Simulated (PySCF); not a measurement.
**Electron correlation in Si(2+) (silicon, charge +2)**

[Ne] 3p2, high-spin 3P determinant (an excited configuration). Calculation: PySCF 2.14, in x2c-QZVPPall (9s6p4d2f1g, 70 functions); scalar relativity by spin-free X2C-1e. Frozen: [Ne]; 2 electrons correlated.

With two correlated electrons CCSD is exact within the correlated space (frozen core and kept virtual orbitals).

```
level  correlation energy (mhartree)
 CCSD                         -10.65
```

Diagnostics: T1 = 0.0015, D1 = 0.0021, largest double amplitude 0.073.

Problem. Is a single reference adequate?

Solution. Mostly. T1 lies below 0.03, but a double amplitude of this size points to a near-degeneracy that CCSD handles and MP2 describes poorly.
